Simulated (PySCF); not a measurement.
Cd(Et) (C₂H₅Cd), SMILES C[CH2][Cd+], charge +1.

The structure is a stationary point at PBE0-D3(BJ)/def2-TZVP. The multiplicity is an assumed one; other spin states were not compared. The isomer is the one that the SMILES or the coordinates give; other isomers of the formula were not compared. The def2 effective core potentials stand for the cores of Cd; spin–orbit coupling is left out.

Level of theory: TDA-M06-2X/def2-SVPD run with PySCF.

Vertical excitations.  State labels are in the subgroup Cs.

Computed lowest excited states:
```tsv
state	symmetry	energy (eV)	λ (nm)	f	main pairs
S1	A'	4.65	267	0.829	HOMO→LUMO 92 %
S2	A"	5.44	228	0.000	HOMO−1→LUMO 96 %
S3	A'	6.31	197	0.030	HOMO−2→LUMO 91 %
S4	A'	6.60	188	0.269	HOMO→LUMO+1 95 %
S5	A"	6.68	185	0.275	HOMO→LUMO+2 97 %
S6	A'	7.64	162	0.106	HOMO−3→LUMO 83 %
S7	A'	7.98	155	0.010	HOMO→LUMO+3 91 %
S8	A"	8.15	152	0.015	HOMO−4→LUMO 94 %
S9	A"	8.92	139	0.005	HOMO−1→LUMO+1 97 %
S10	A'	9.07	137	0.011	HOMO−1→LUMO+2 95 %
T1	A'	1.86	667	0	HOMO→LUMO 98 %
T2	A"	5.23	237	0	HOMO−1→LUMO 94 %
T3	A'	5.55	224	0	HOMO→LUMO+1 96 %
T4	A"	5.62	221	0	HOMO→LUMO+2 96 %
```
Triplets are in the Tamm–Dancoff approximation.
